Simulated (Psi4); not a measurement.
Noncovalent pair: NH3 (SMILES N) (first 4 atoms) with CHN (SMILES C#N); geometry from B3LYP-D3(BJ)/def2-TZVP, rigid monomers moved along the line of their centres of mass till N1···H7 is 3.73 Å.
(charge 0, multiplicity 1):
```xyz
7

N     -0.314     0.026     0.013
H     -1.188     0.437    -0.299
H      0.436     0.589    -0.373
H     -0.247    -0.894    -0.409
C     -0.073    -0.193     4.818
N     -0.017    -0.243     5.963
H     -0.127    -0.144     3.734
```

Level of theory: Psi4 1.11 with SAPT0/jun-cc-pV(D+d)Z.

Q: Which attractive term is largest, and how does the interaction split up?

A: electrostatics -2.26, exchange 0.04, induction -0.10, dispersion -0.10, total -2.42 kcal/mol; the largest attraction is electrostatics.
